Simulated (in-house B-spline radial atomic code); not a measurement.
# Co⁵⁺: [Ar] 3d4

All numbers are computed (Dirac-Kohn-Sham PW91, spherical fractional occupations; Fermi nucleus of rms radius 3.7875 fm) with an all-electron radial atomic-structure program (B-spline basis), not measured.

Effective charges: Z_r = [3n² - l(l+1)]/(2<r>) from the radius, Z_e = n√(-2ε) from the energy, and Slater's rules. Values are occupation-weighted means over j.

```json
{"shell": "1s", "electrons": "2", "ε (eV)": "-7681.9", "<r> (bohr)": "0.05619", "Z_r": "26.69", "Z_e": "23.76", "Slater": "26.70"}
{"shell": "2s", "electrons": "2", "ε (eV)": "-989.66", "<r> (bohr)": "0.2552", "Z_r": "23.51", "Z_e": "17.06", "Slater": "22.85"}
{"shell": "2p", "electrons": "6", "ε (eV)": "-860.72", "<r> (bohr)": "0.2249", "Z_r": "22.24", "Z_e": "15.91", "Slater": "22.85"}
{"shell": "3s", "electrons": "2", "ε (eV)": "-186.72", "<r> (bohr)": "0.7505", "Z_r": "17.99", "Z_e": "11.11", "Slater": "15.75"}
{"shell": "3p", "electrons": "6", "ε (eV)": "-149.19", "<r> (bohr)": "0.7763", "Z_r": "16.10", "Z_e": "9.93", "Slater": "15.75"}
{"shell": "3d", "electrons": "4", "ε (eV)": "-89.212", "<r> (bohr)": "0.829", "Z_r": "12.67", "Z_e": "7.68", "Slater": "7.95"}
```

The least bound orbital is 3d5/2 at -89.1 eV, and it is also the most diffuse (<r> = 0.83 bohr).

Spin-orbit splittings of the orbital energies (j = l + 1/2 above j = l - 1/2 when positive): 2p 14.82 eV, 3p 2.04 eV, 3d 0.2712 eV.

For the 1s electron the small component carries 0.945 % of the norm, the zero-frequency Breit interaction raises the level by 9.45 eV, self-energy by 4.699 eV, and vacuum polarisation lowers it by 0.4092 eV.
